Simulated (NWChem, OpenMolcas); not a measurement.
## How basis sets differ on GeNH3Cl (SMILES [NH2][GeH][Cl])

GeNH3Cl has 6 atoms, charge 0, and is taken as a doublet. As SMILES, `[NH2][GeH][Cl]`. Geometry: relaxed at PBE0-D4/def2-TZVP. This is one conformer, not always the lowest.

```xyz
6

N    -0.4463    0.3179   -0.7883
Ge    0.0754   -0.1510    0.9081
Cl    1.2430   -1.9569    0.6233
H    -0.9845    1.1712   -0.8614
H    -0.8887   -0.4143   -1.3272
H     1.0432    0.9691    1.3993
```

Each level gives the dipole moment (D). The values are calculated.

| level | kind | program | value (D) | CPU time |
| --- | --- | --- | --- | --- |
| UHF/STO-3G | Hartree–Fock | OpenMolcas | 4.03 | 3.3 s |
| UHF/3-21G | Hartree–Fock | OpenMolcas | 4.56 | 3.9 s |
| UHF/cc-pVDZ | Hartree–Fock | OpenMolcas | 3.31 | 10 s |
| UHF/pcseg-1 | Hartree–Fock | NWChem | 3.33 | 32 s |

All-electron rows without a relativistic Hamiltonian named are non-relativistic. The values span 3.31 to 4.56 D. Magnitudes only. Sets without polarisation functions give poor dipoles. CPU times are rough (shared hosts, several kinds of processor and program).
